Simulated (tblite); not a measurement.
C6H14N2Si.
Structure used (GFN2-xTB), in Å, numbered top down from 1:
```
atom  x, y, z in Å
C1    -2.5242    0.5571   -1.1382
C2    -1.2218    0.6830   -0.3527
N3    -0.7098   -0.6267    0.0199
C4    -1.3266   -1.1529    1.2171
C5     0.7347   -0.7174    0.0338
C6     1.3009   -0.3997   -1.3300
N7     2.3630    0.2616   -1.4668
Si8    3.0046    0.7877    0.0745
C9     1.4969    0.1529    1.0588
H10   -2.8327    1.5340   -1.5018
H11   -3.3205    0.1544   -0.5180
H12   -2.3805   -0.1061   -1.9868
H13   -0.4751    1.1707   -0.9854
H14   -1.3897    1.3243    0.5291
H15   -2.4051   -1.1946    1.0760
H16   -0.9641   -2.1654    1.3908
H17   -1.1176   -0.5463    2.1120
H18    0.9775   -1.7755    0.2109
H19    0.7759   -0.7816   -2.2000
H20    3.1650    2.2369    0.0614
H21    4.2371    0.0693    0.3813
H22    0.8623    0.9802    1.3746
H23    1.7448   -0.4189    1.9497
```

Calculated harmonic vibrations of the isolated species, GFN2-xTB (tblite), most abundant isotopes, no scaling. Against measured fundamentals such values can be off by several per cent, at times by over 20. Modes of hydrogen on silicon can be 10 to 20 % off. One conformer, not necessarily the lowest.

Harmonic wavenumbers (cm⁻¹): 51.0, 62.6, 91.9, 164.9, 191.1, 202.3, 226.6, 314.0, 338.2, 353.0, 434.1, 462.5, 485.5, 521.2, 588.5, 622.4, 657.0, 759.3, 774.0, 784.1, 796.1, 827.1, 847.9, 878.4, 928.4, 1016.4, 1052.6, 1069.2, 1079.3, 1086.7, 1114.1, 1123.3, 1169.6, 1205.5, 1236.0, 1244.5, 1261.6, 1300.3, 1311.6, 1354.9, 1404.3, 1419.1, 1473.0, 1486.1, 1487.3, 1494.3, 1497.3, 1502.5, 1693.2, 2295.2, 2308.4, 2823.0, 2852.0, 2870.1, 2963.5, 2996.4, 3001.4, 3010.1, 3018.4, 3020.8, 3038.5, 3043.8, 3050.2.

A = 2619, B = 854.8, C = 757.4 MHz; mass 142.093 u (most abundant isotopes); point group C1, symmetry number 1.

**Question.** Zero-point energy?

**Answer.** Half the sum of the wavenumbers: 41868 cm⁻¹ = 500.85 kJ/mol.

**Question.** What is S at 200 K and 1 bar for an ideal gas of classical rigid rotors and harmonic oscillators?

**Answer.** Translation 162.37, rotation 118.99, vibration 84.82: S = 366.2 J/(mol K).

**Question.** And Cp and H(200 K) − H(0)?

**Answer.** Cp = 129.87 J/(mol K), of which vibrations give 96.61 (their classical limit is 63 R = 523.8); H(200 K) − H(0) = 16.06 kJ/mol without the zero-point energy, 9.41 from vibrations.

**Question.** Which modes carry the vibrational entropy at 200 K?

**Answer.** 51.0 cm⁻¹: 16.70; 62.6 cm⁻¹: 15.02; 91.9 cm⁻¹: 11.90; 164.9 cm⁻¹: 7.37; 191.1 cm⁻¹: 6.29; 202.3 cm⁻¹: 5.89 J/(mol K); the other 57 give 21.65 together.

**Question.** Blend soft modes into free rotors: weight 1/[1 + (100 cm⁻¹/ν̃)⁴] for the oscillator and the rest for a rotor with moment μB/(μ + B), μ = h/(8π²ν), B = 10⁻⁴⁴ kg m². What vibrational entropy results?

**Answer.** 78.71 J/(mol K) in place of 84.82, which changes −T·S at 200 K by +1.22 kJ/mol.

**Question.** How do the functions run with temperature in this model?

**Answer.** 
```csv
T (K),S (J/(mol K)),Cp (J/(mol K)),H − H(0) (kJ/mol),G − H(0) (kJ/mol),ln q(vib)
100,295.2,80.9,5.54,-23.98,1.77
300,428.7,182.3,31.65,-96.95,7.41
500,545.2,277.8,78.09,-194.51,13.28
800,698.2,372.4,176.85,-381.70,22.00
1000,786.0,413.8,255.69,-530.28,27.50
```

q(vib) and H(0) count from the zero-point level.

Hindered rotation and anharmonicity are outside this model. Other conformers, if any are populated, would add a mixing term that is left out. The structure is chiral; the term R ln 2 for an equal mix with its mirror image is left out.

Time: 1.1 s wall. Hardware: one thread of an Arm Neoverse V1, shared host. The figure is for the frequency step alone.
